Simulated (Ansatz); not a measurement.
Consider the redistribution: `C=C[Si](O)(O)[SiH3]` + `N[SiH](Cl)Br` → `O[Si](O)([SiH3])Br` + `C=C[SiH](N)Cl`.

Isolated molecules relaxed with PBE0-D4/def2-TZVP in Ansatz; ΔE leaves out vibrations. CCSD(T)/CBS adds triple-zeta CCSD(T) − MP2 to the extrapolated MP2 energy (def2 sets, frozen cores). DFT in def2-TZVPP. B3LYP here is the variant with VWN-RPA as its local correlation; programs differ in this. For Br outer-core shells are correlated without core-valence functions, which leaves a few kJ/mol of doubt a bond. Scalar relativity is left out up to krypton. One conformer a species, not always the lowest.

(1) Is it downhill or uphill in electronic energy at CCSD(T)/CBS, and by how much? (An estimate is asked.)

(2) What do these levels give: B3LYP-D4, ωB97M-V, CCSD(T)/def2-TZVPP, HF/def2-QZVPP, SCS-MP2/def2-QZVPP, CCSD/CBS(def2)? (Best estimate.)

Largest T1 diagnostic among the species: 0.013.

Results:

(1) The calculation gave: Downhill: ΔE = -0.19 eV.

(2) The calculation gave: B3LYP-D4 -0.19, ωB97M-V -0.19, CCSD(T)/def2-TZVPP -0.17, HF/def2-QZVPP -0.19, SCS-MP2/def2-QZVPP -0.18, CCSD/CBS(def2) -0.19 eV.
